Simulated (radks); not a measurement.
Re V, configuration [Xe] 4f14 5d3. Calculated with a radial shooting solver on a logarithmic mesh with Libxc functionals: scalar-relativistic Kohn-Sham, PBEsol, spin-polarised, spherical densities, finite nucleus; open shells are filled with parallel spins first (spin-orbit coupling, left out, can overturn this in heavy ions); Fermi nuclear charge, rms radius 5.3698 fm. Some entries of the table are withheld. Estimate them.

| orbital | occ. | eigenvalue (eV) | <r^2> (bohr^2) | r(max) (bohr) |
|---|---|---|---|---|
| 1s down | 1 | -71655.27 | 0.0004483 | 0.01125 |
| 1s up | 1 | -71655.27 | 0.0004483 | 0.01125 |
| 2s up | 1 | -12462.14 | 0.006880 | 0.06455 |
| 2s down | 1 | -12461.95 | 0.006880 | 0.06455 |
| 2p up | 3 | -10885.60 | 0.005709 | 0.05303 |
| 2p down | 3 | -10885.45 | 0.005709 | 0.05303 |
| 3s up | 1 | -2919.436 | 0.04460 | 0.1820 |
| 3s down | 1 | -2919.370 | 0.04460 | 0.1821 |
| 3p up | 3 | -2454.357 | 0.04542 | 0.1804 |
| 3p down | 3 | -2454.283 | 0.04542 | 0.1804 |
| 3d up | 5 | -1926.056 | 0.03765 | 0.1468 |
| 3d down | 5 | -1925.925 | 0.03765 | 0.1469 |
| 4s up | 1 | -644.3658 | 0.2193 | 0.4127 |
| 4s down | 1 | -644.1918 | 0.2193 | 0.4127 |
| 4p up | 3 | -491.7351 | 0.2499 | 0.4331 |
| 4p down | 3 | -491.5693 | 0.2498 | 0.4331 |
| 4d up | 5 | -300.0356 | 0.2897 | 0.4433 |
| 4d down | 5 | -299.8361 | 0.2894 | 0.4433 |
| 5s up | 1 | -130.2239 | 1.192 | 0.9373 |
| 5s down | 1 | -128.5692 | 1.178 | 0.9337 |
| 5p up | 3 | -91.6161 | 1.589 | 1.057 |
| 5p down | 3 | -89.4626 | 1.568 | 1.051 |
| 4f up | 7 | -87.2152 | 0.4175 | 0.4165 |
| 4f down | 7 | -86.8321 | 0.4115 | 0.4164 |
| 5d up | 3 | (1) | 2.894 | 1.349 |
| 5d down | 0 | (2) | 2.909 | 1.336 |
| 6s up | 0 | -40.2711 | 6.206 | (3) |
| 6s down | 0 | -38.0568 | 6.357 | (4) |
| 6p up | 0 | -30.8156 | 8.689 | 2.593 |
| 5f up | 0 | -17.9476 | 11.77 | (5) |

Answer. 
(1) 5d up eigenvalue (eV): -46.9905
(2) 5d down eigenvalue (eV): -44.2982
(3) 6s up r(max) (bohr): 2.187
(4) 6s down r(max) (bohr): 2.212
(5) 5f up r(max) (bohr): 2.787
